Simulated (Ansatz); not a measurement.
Harmonic frequencies (cm⁻¹) at PBE0-D4/def2-TZVP from Ansatz: 841, 866, 995, 1218, 2614, 2727.

Task: Which molecule is it?
A. `NBN`
B. `OB(O)Cl`
C. `BCl`
D. `CB(N)Cl`

Result: C.
